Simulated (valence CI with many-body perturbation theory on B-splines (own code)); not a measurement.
# E1 line list for Ir LXXIII

Calculated by valence CI with perturbative core correlation (CI+MBPT): three valence electrons over a frozen Dirac-Fock core [He], radial functions for each j: 11 s, 11 p, 9 d, 7 f, 5 g, 2 h, 1 i, with the one-electron correlation potential Σ1 (screened to all orders), the two-electron term Σ2, the three-electron term Σ3, Breit, model QED; selected single and double excitations, second order for the rest (own B-spline code, finite nucleus).

The last digits are not significant, and no measured levels were compared; by estimate large intervals hold to a few tenths of a per cent, small ones and those within an open d or f shell to about a per cent.

Lines 1 to 50 of 290 in falling wavelength, among levels below 14811 eV, chosen from the strongest by gf and those to the six lowest levels. Wavelengths and rates use the calculated energies. Electric multipoles are in the length gauge, E1 and E2 with the static RPA response of the core. Weak lines are less certain than strong ones. Lines between different terms over intervals too small for the method are left out, as are lines whose strength nearly cancels. The highest levels of a list are the least certain.

Levels are named by their leading jj configuration (3d3/2^4 stands for four electrons in 3d with j = 3/2), which in mixed levels can hold well under half, so a name can repeat and another be missing. Letters in brackets count levels of one name in rising energy.

| λ vac (nm) | Upper | Lower | A (s⁻¹) | S (a.u.) |
| --- | --- | --- | --- | --- |
| 6.527 | (2p1/2 2p3/2 3d5/2) J=9/2 | (2p1/2 2p3/2 3p3/2) J=7/2 | 5.65e+10 | 7.75e-02 |
| 6.501 | (2p1/2 2p3/2 3d5/2) J=7/2 [b] | (2p1/2 2p3/2 3p3/2) J=5/2 [b] | 4.87e+10 | 5.28e-02 |
| 6.469 | (2s 2p1/2 3d5/2) J=7/2 | (2s 2p1/2 3p3/2) J=5/2 | 5.67e+10 | 6.06e-02 |
| 6.426 | (2s 2p3/2 3d5/2) J=7/2 [b] | (2s 2p3/2 3p3/2) J=5/2 [b] | 3.04e+10 | 3.19e-02 |
| 6.417 | (2s 2p3/2 3d5/2) J=9/2 | (2s 2p3/2 3p3/2) J=7/2 | 5.46e+10 | 7.12e-02 |
| 6.393 | (2s 2p3/2 3d5/2) J=7/2 [a] | (2s 2p3/2 3p3/2) J=5/2 [a] | 4.27e+10 | 4.40e-02 |
| 6.376 | (2p1/2^2 3d5/2) J=5/2 | (2p1/2^2 3p3/2) J=3/2 | 6.26e+10 | 4.80e-02 |
| 6.339 | (2p1/2 2p3/2 3d5/2) J=7/2 [a] | (2p1/2 2p3/2 3p3/2) J=5/2 [a] | 5.52e+10 | 5.55e-02 |
| 6.289 | (2s 2p1/2 3d5/2) J=5/2 [a] | (2s 2p1/2 3p3/2) J=3/2 [a] | 5.73e+10 | 4.22e-02 |
| 6.122 | (2s 2p1/2 3d5/2) J=5/2 [b] | (2s 2p1/2 3p3/2) J=3/2 [b] | 5.41e+10 | 3.67e-02 |
| 6.030 | (2s 2p1/2 2p3/2) J=3/2 [a] | (2s^2 2p3/2) J=3/2 | 1.31e+09 | 5.68e-04 |
| 5.636 | (2p1/2 2p3/2 3p3/2) J=7/2 | (2s 2p3/2 3p3/2) J=5/2 [b] | 4.46e+10 | 3.15e-02 |
| 5.017 | (2s 2p1/2 2p3/2) J=5/2 | (2s^2 2p3/2) J=3/2 | 9.59e+09 | 3.59e-03 |
| 4.261 | (2s 2p1/2^2) J=1/2 | (2s^2 2p1/2) J=1/2 | 2.82e+10 | 2.16e-03 |
| 4.094 | (2p1/2^2 2p3/2) J=3/2 | (2s 2p1/2 2p3/2) J=1/2 | 1.55e+10 | 2.10e-03 |
| 3.821 | (2s 2p1/2 2p3/2) J=1/2 | (2s^2 2p3/2) J=3/2 | 2.07e+10 | 1.14e-03 |
| 3.799 | (2s 2p1/2 2p3/2) J=3/2 [b] | (2s^2 2p3/2) J=3/2 | 1.50e+10 | 1.63e-03 |
| 3.261 | (2p1/2^2 2p3/2) J=3/2 | (2s 2p1/2 2p3/2) J=5/2 | 8.52e+10 | 5.83e-03 |
| 2.940 | (2p1/2^2 2p3/2) J=3/2 | (2s 2p1/2 2p3/2) J=3/2 [a] | 2.25e+10 | 1.13e-03 |
| 2.260 | (2p1/2 2p3/2 3d3/2) J=5/2 [b] | (2p1/2 2p3/2 3p1/2) J=3/2 [b] | 6.25e+11 | 2.14e-02 |
| 2.243 | (2s 2p1/2 3d3/2) J=3/2 [b] | (2s 2p1/2 3p1/2) J=1/2 [b] | 6.07e+11 | 1.35e-02 |
| 2.236 | (2p1/2 2p3/2 3d3/2) J=3/2 [b] | (2p1/2 2p3/2 3p1/2) J=3/2 [b] | 7.02e+11 | 1.55e-02 |
| 2.176 | (2s 2p3/2 3d5/2) J=7/2 [b] | (2p1/2 2p3/2 3s) J=5/2 | 3.96e+11 | 1.61e-02 |
| 2.176 | (2s 2p3/2 3d3/2) J=5/2 [a] | (2s 2p3/2 3p1/2) J=5/2 | 6.29e+11 | 1.92e-02 |
| 2.171 | (2s 2p3/2 3d3/2) J=5/2 [a] | (2s 2p3/2 3p1/2) J=3/2 [a] | 5.46e+11 | 1.65e-02 |
| 2.171 | (2s 2p3/2 3d3/2) J=3/2 [b] | (2s 2p3/2 3p1/2) J=1/2 | 5.89e+11 | 1.19e-02 |
| 2.151 | (2s 2p3/2 3d3/2) J=5/2 [b] | (2s 2p3/2 3p1/2) J=3/2 [b] | 1.21e+12 | 3.57e-02 |
| 2.149 | (2p1/2 2p3/2 3p3/2) J=3/2 [a] | (2p1/2 2p3/2 3s) J=3/2 [b] | 6.63e+11 | 1.30e-02 |
| 2.147 | (2s 2p3/2 3d3/2) J=3/2 [a] | (2s 2p3/2 3p1/2) J=3/2 [a] | 9.74e+11 | 1.90e-02 |
| 2.142 | (2p1/2 2p3/2 3d3/2) J=5/2 [a] | (2p1/2 2p3/2 3p1/2) J=3/2 [a] | 9.57e+11 | 2.79e-02 |
| 2.142 | (2s 2p3/2 3d3/2) J=7/2 | (2s 2p3/2 3p1/2) J=5/2 | 1.17e+12 | 4.54e-02 |
| 2.139 | (2s^2 3d3/2) J=3/2 | (2s^2 3p1/2) J=1/2 | 1.18e+12 | 2.27e-02 |
| 2.137 | (2p1/2^2 3d3/2) J=3/2 | (2p1/2^2 3p1/2) J=1/2 | 1.19e+12 | 2.29e-02 |
| 2.136 | (2s 2p1/2 3d3/2) J=3/2 [a] | (2s 2p1/2 3p1/2) J=1/2 [a] | 1.15e+12 | 2.22e-02 |
| 2.129 | (2p1/2 2p3/2 3d3/2) J=7/2 | (2p1/2 2p3/2 3p1/2) J=5/2 | 1.21e+12 | 4.59e-02 |
| 2.126 | (2s 2p3/2 3p3/2) J=3/2 [a] | (2s 2p3/2 3s) J=3/2 [a] | 1.45e+12 | 2.76e-02 |
| 2.126 | (2s 2p3/2 3d3/2) J=1/2 [a] | (2s 2p3/2 3p1/2) J=3/2 [a] | 1.30e+12 | 1.23e-02 |
| 2.125 | (2s 2p1/2 3d3/2) J=5/2 | (2s 2p1/2 3p1/2) J=3/2 | 1.18e+12 | 3.36e-02 |
| 2.122 | (2p1/2 2p3/2 3d3/2) J=3/2 [a] | (2p1/2 2p3/2 3p1/2) J=1/2 | 6.82e+11 | 1.29e-02 |
| 2.111 | (2s 2p1/2 3p3/2) J=3/2 [b] | (2s 2p1/2 3s) J=1/2 [b] | 1.01e+12 | 1.87e-02 |
| 2.098 | (2p1/2 2p3/2 3p3/2) J=5/2 [a] | (2p1/2 2p3/2 3s) J=3/2 [a] | 1.83e+12 | 4.99e-02 |
| 2.096 | (2p1/2 2p3/2 3d3/2) J=1/2 [a] | (2p1/2 2p3/2 3p1/2) J=1/2 | 1.11e+12 | 1.01e-02 |
| 2.095 | (2s 2p1/2 3p3/2) J=1/2 | (2s 2p1/2 3s) J=1/2 [b] | 1.63e+12 | 1.48e-02 |
| 2.091 | (2s 2p3/2 3p3/2) J=5/2 [b] | (2s 2p3/2 3s) J=3/2 [b] | 1.83e+12 | 4.97e-02 |
| 2.078 | (2p1/2 2p3/2 3p3/2) J=7/2 | (2p1/2 2p3/2 3s) J=5/2 | 1.43e+12 | 5.07e-02 |
| 2.068 | (2p1/2 2p3/2 3d3/2) J=5/2 [b] | (2p1/2 2p3/2 3p1/2) J=5/2 | 4.73e+11 | 1.24e-02 |
| 2.067 | (2s 2p3/2 3p3/2) J=7/2 | (2s 2p3/2 3s) J=5/2 | 2.00e+12 | 6.97e-02 |
| 2.059 | (2s 2p1/2 3d3/2) J=3/2 [b] | (2s 2p1/2 3p1/2) J=3/2 | 5.81e+11 | 1.00e-02 |
| 2.056 | (2p1/2 2p3/2 3p3/2) J=3/2 [b] | (2p1/2 2p3/2 3s) J=3/2 [b] | 7.19e+11 | 1.23e-02 |
| 2.054 | (2s 2p3/2 3p3/2) J=5/2 [a] | (2s 2p3/2 3s) J=3/2 [a] | 8.99e+11 | 2.31e-02 |
